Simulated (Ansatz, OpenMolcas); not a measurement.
## The same job for Ansatz

This OpenMolcas 26.06 job computes GeSiH5Cl (SMILES Cl[SiH2][GeH3]):

run.inp:
```
* ClGeH5Si Kohn-Sham DFT
>>> EXPORT MOLCAS_PRINT=2

&GATEWAY
  BasLib
  $CurrDir
  BasisSet
  Cl.cc-pVDZ....
  Cl1 -2.290300 1.217200 -0.310600 angstrom
  End of Basis
  BasisSet
  Si.cc-pVDZ....
  Si2 -0.414100 0.602600 -0.906900 angstrom
  End of Basis
  BasisSet
  Ge.cc-pVDZ....
  Ge3 0.581500 -0.662200 0.842700 angstrom
  End of Basis
  BasisSet
  H.cc-pVDZ....
  H4 -0.573600 -0.206400 -2.140800 angstrom
  H5 0.380700 1.815700 -1.222200 angstrom
  H6 0.711200 0.201700 2.106100 angstrom
  H7 1.981500 -1.135500 0.415600 angstrom
  H8 -0.284600 -1.890300 1.160200 angstrom
  End of Basis

&SEWARD
  GridInput
  Grid=UltraFine
  End of Grid

&SCF
  KSDFT
  2
  1.0 MGGA_X_R2SCAN
  1.0 MGGA_C_R2SCAN
  Thresholds
  1e-10 1e-07 1e-07 1e-05
  PrOrbitals
  1 2

&ALASKA
```

```bash
$ export MOLCAS_MEM=1860
$ pymolcas run.inp > run.log
```

(Basis files named in the input come from the Basis Set Exchange and aren't shown.)

Geometry: relaxed at PBE0-D4/def2-TZVP.

It gives a total energy of -2829.636125 Eh.

Problem. Translate the job to Ansatz 0.2.0 as an input file of the program's own, asking for the energy.

Solution. One way, which was run:

job.yaml:
```yaml
crystal:
  periodic: [false, false, false]
  atoms:
    - {symbol: Cl, position_ang: [-2.290300, 1.217200, -0.310600]}
    - {symbol: Si, position_ang: [-0.414100, 0.602600, -0.906900]}
    - {symbol: Ge, position_ang: [0.581500, -0.662200, 0.842700]}
    - {symbol: H, position_ang: [-0.573600, -0.206400, -2.140800]}
    - {symbol: H, position_ang: [0.380700, 1.815700, -1.222200]}
    - {symbol: H, position_ang: [0.711200, 0.201700, 2.106100]}
    - {symbol: H, position_ang: [1.981500, -1.135500, 0.415600]}
    - {symbol: H, position_ang: [-0.284600, -1.890300, 1.160200]}
basis:
  gaussian:
    orbitals: cc-pVDZ
hamiltonian:
  xc: {name: r2SCAN}
accuracy: high
output: {orbitals: {seedname: orbitals}}
```

```bash
$ ansatz run job.yaml --threads 1 --pin off --max-ram 3480MiB --events-out events.jsonl --progress --plain --runs-dir runs
```

Its energy is -2829.636257 Eh, 0.132 mEh from the first; the programs' integration grids differ.
